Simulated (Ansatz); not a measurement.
ClF2H3Si2, SMILES `F[Si](F)([SiH3])Cl`. The species carries charge 0 and has multiplicity 1.

Cartesian coordinates in Å:
```
F 1.874 -1.125 0.558
Si 0.751 -0.035 0.810
F 1.504 1.345 1.009
Si -0.755 0.063 -0.967
Cl -0.172 -0.494 2.563
H -1.410 -1.262 -1.095
H -0.026 0.401 -2.215
H -1.765 1.107 -0.663
```

**Question.** What are the harmonic wavenumbers in cm⁻¹ at PBE0-D4/def2-TZVP (Ansatz, finite differences of forces, unscaled)? (An estimate is asked.)

**Answer.** The calculation gave: 90, 111, 143, 229, 268, 291, 442, 511, 520, 609, 851, 902, 927, 933, 955, 2234, 2250, 2251.

**Question.** Is this a minimum?

**Answer.** Yes, all 18 modes are real.

**Question.** Give the ideal-gas thermochemistry at 298.15 K and 1 bar (rigid rotor, harmonic oscillator; point group Cs, symmetry number 1).

**Answer.** Zero-point energy 86.8 kJ/mol; H(298) − E = 108.9 kJ/mol; entropy 362.4 J/(mol·K), of which translation 169.8, rotation 118.0, vibration 74.5; G(298) − E = 0.9 kJ/mol. Modes under 100 cm⁻¹ are hindered rotations or soft bends, so the harmonic entropy is rough.

**Question.** Rotational constants (cm⁻¹)?

**Answer.** 0.09179, 0.0583, 0.04894.
